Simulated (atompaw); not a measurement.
# Zr: PAW (atompaw) pseudisation with PBEsol, scalar-relativistic reference atom.

The input file (atompaw 4.2.0.5):

```
Zr 40
GGA-PBESOL scalarrelativistic loggrid 1500 logderivrange -5 5 251
5 5 4 0 0 0
5 0 0.5
5 1 0
4 2 2
0 0 0
c
c
c
c
v
c
c
v
v
c
v
2
2.75 2.35 1.85 2.50
y
-0.6
n
n
y
-0.35
n
custom rrkj gramschmidtortho sinc
3 1 vpsmatchnc
2.75
2.75
1.85
2.75
2.75
2.75
PWSCFOUT
UPFDX 0.0125d0 UPFXMIN -7.d0 UPFZMESH 40.d0
END
```

Command:

```bash
atompaw < Zr.input > Zr.log
```

The program printed (summary file):

```
Completed calculations for Zr (AE)

 Exchange-correlation type: GGA, Perdew-Burke-Ernzerhof modified (PBEsol)

 Radial integration grid is logarithmic
 r0 =   2.1400192E-04 h =   8.5600766E-03   n =      1500 rmax =   8.0000000E+01

 Scalar relativistic calculation

 AEatom converged in  27 iterations
   nz     =  40.00
   delta  =       5.513911386704E-17

 All Electron Orbital energies:
  n  l      occupancy      energy
  1  0      2.0000000E+00 -1.3100377E+03
  2  0      2.0000000E+00 -1.8219117E+02
  3  0      2.0000000E+00 -3.0482003E+01
  4  0      2.0000000E+00 -4.7709892E+00
  5  0      5.0000000E-01 -9.4799035E-01
  2  1      6.0000000E+00 -1.6258878E+02
  3  1      6.0000000E+00 -2.4097489E+01
  4  1      6.0000000E+00 -3.1517077E+00
  5  1      0.0000000E+00 -6.4894138E-01
  3  2      1.0000000E+01 -1.3610178E+01
  4  2      2.0000000E+00 -9.9511497E-01

 Total energy
   Total                    :    -7192.01890665817700

 ---
 Completed calculations for Zr (SC)

 Exchange-correlation type: GGA, Perdew-Burke-Ernzerhof modified (PBEsol)

 Radial integration grid is logarithmic
 r0 =   2.1400192E-04 h =   8.5600766E-03   n =      1500 rmax =   8.0000000E+01

 Scalar relativistic calculation

 SCatom converged in   1 iterations
   nz     =  40.00
   delta  =       1.925822941134E-17

 Valence Electron Orbital energies:
  n  l      occupancy      energy
   5  0      5.0000000E-01 -9.4799035E-01
   4  1      6.0000000E+00 -3.1517077E+00
   5  1      0.0000000E+00 -6.4894138E-01
   4  2      2.0000000E+00 -9.9511497E-01

 Total energy
   Total                    :    -7192.01890665598694
   Valence                  :     -271.52405832356988

 PAW parameters:
       lmax =            2
         rc =    2.7672162598193153
        irc =         1107
   rc_shape =    2.3518135163779146
    rc_vloc =    1.8505445511296126
    rc_core =    2.5185249065646618
   Vloc: VPS match (norm-conservation) with l= 3;e=   1.0000E+00
   Projector type: RRKJ pseudization + Gram-Schmidt ortho.
   Sinc^2 compensation charge shape zeroed at   2.3518E+00

 Number of basis functions     6
 No.   n  nodes  l      Energy         Cp coeff         Occ
  1    5    4    0   -0.9479904E+00  0.1000000E+01  0.5000000E+00
  2  999    5    0   -0.6000000E+00  0.2422155E-02  0.0000000E+00
  3    4    2    1   -0.3151708E+01  0.1000000E+01  0.6000000E+01
  4    5    3    1   -0.6489414E+00  0.1040457E+01  0.0000000E+00
  5    4    1    2   -0.9951150E+00  0.1000000E+01  0.2000000E+01
  6  999    2    2   -0.3500000E+00  0.2323105E+01  0.0000000E+00

 Eigenvalues of overlap operator (in the basis of projectors):
    1        6.12344355E-02
    2        4.94810480E-01
    3        9.51907970E-01
    4        8.88274727E+00
    5        1.15507240E+03
    6        4.40345487E+05

 Orbital leakage outside PAW augmentation regions
   orb  is_core?  %out_of_sphere
   1 0    T           0.00
   2 0    T           0.00
   3 0    T           0.00
   4 0    T           0.31
   5 0    F          67.16
   2 1    T           0.00
   3 1    T           0.00
   4 1    F           1.34
   5 1    F          84.30
   3 2    T           0.00
   4 2    F          19.42

 Summary of PAW energies
   Total valence energy     :   -271.52156784056399
   Smooth energy            :     -4.33422484529373
   One center               :   -267.18734299527028
   Smooth kinetic           :     24.34967719370685
   Vloc energy              :    -27.65483531866714
   Smooth exch-corr         :     -8.23419353587868
   One-center xc            :   -214.91802320369140
```

Note: ghost states, extra bound levels that the all-electron valence spectrum of the same l lacks: s at -260.5 eV, s at -15.8 eV, d at -10.6 eV. A true bound ghost makes a file unfit for plane-wave use.

The run took about 3.3 s on one core of a shared server CPU.
